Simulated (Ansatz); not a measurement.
Cost and result for the atomization energy of `F/C(=C/Cl)C[SiH3]` (12 atoms, 11 bonds).

```xyz
12

F    -1.720   -0.996   -0.658
C    -0.984    0.117   -0.488
C    -0.990    0.999   -1.480
Cl   -0.092    2.458   -1.415
C    -0.253    0.148    0.791
Si    1.309   -0.925    0.757
H    -1.562    0.839   -2.382
H    -0.910   -0.208    1.590
H     0.044    1.172    1.024
H     2.248   -0.394   -0.262
H     0.959   -2.328    0.426
H     1.950   -0.881    2.097
```

Charge 0, multiplicity 1. Geometry: relaxed with PBE0-D4/def2-TZVP. It is one conformer, not always the lowest. Program: Ansatz. All runs use 2 threads of an AMD EPYC 7R13 on a shared host and a share of an NVIDIA H100 80 GB. Times are those of one run each, without the atoms' runs, and a repeat can differ threefold. Electronic energies, without spin–orbit coupling; frozen cores. CCSD(T)/CBS adds CCSD(T) − MP2 in def2-TZVPP to the MP2 limit, and its time is that of the two runs behind it. T1 = 0.012. B3LYP takes the VWN-RPA correlation (the form of Gaussian; ORCA's B3LYP/G).

CCSD(T)/CBS is a level of theory with its own doubt, some kJ/mol a heavy atom from the limit and from the frozen cores, so smaller differences don't rank the functionals.

```csv
level,functions,wall time
PBE0-D4/def2-TZVPP,292,3.6 s
B2PLYP/def2-TZVPP,292,3.6 s
PBE-D4/def2-TZVPP (with forces),292,3.7 s
r2SCAN-D4/def2-TZVPP (with forces),292,3.9 s
MP2/def2-QZVPP,548,4.5 s
B3LYP-D4/def2-TZVPP (with forces),292,4.8 s
ωB97X-V/def2-TZVPP,292,6 s
CCSD(T)/def2-TZVPP,292,7 s
ωB97M-V/def2-TZVPP (with forces),292,8 s
CCSD(T)/CBS(def2),–,12 s
```

**Question.** What atomization energy does each give, and how far from CCSD(T)/CBS? (Best estimate.)

**Answer.** Computed: 
```csv
level,atomization (kJ/mol),difference from CCSD(T)/CBS,per bond
PBE0-D4/def2-TZVPP,4459.4,32.9,3.0
B2PLYP/def2-TZVPP,4376.9,-49.6,-4.5
PBE-D4/def2-TZVPP (with forces),4542.0,115.5,10.5
r2SCAN-D4/def2-TZVPP (with forces),4454.4,27.9,2.5
MP2/def2-QZVPP,4464.2,37.7,3.4
B3LYP-D4/def2-TZVPP (with forces),4425.3,-1.2,-0.1
ωB97X-V/def2-TZVPP,4448.6,22.1,2.0
CCSD(T)/def2-TZVPP,4313.4,-113.1,-10.3
ωB97M-V/def2-TZVPP (with forces),4448.1,21.6,2.0
CCSD(T)/CBS(def2),4426.5,0.0,0.0
```

The D4 term adds +46.3 kJ/mol with B3LYP and +24.6 kJ/mol with PBE0; it sums over pairs of atoms, weighted by their polarisabilities, and B3LYP, whose exchange is more repulsive, gets the larger term. From PBE to PBE0 (25 % exact exchange), in def2-TZVPP and without D4, the atomization energy moves by −78.4 kJ/mol: exact exchange takes away binding that semilocal exchange gives to molecules. In def2-TZVPP, CCSD(T) changes the Hartree–Fock value by +1076.1 kJ/mol (the triples alone add +73.4 kJ/mol) and MP2 by +1160.2 kJ/mol; breaking electron pairs costs correlation energy, which Hartree–Fock lacks.
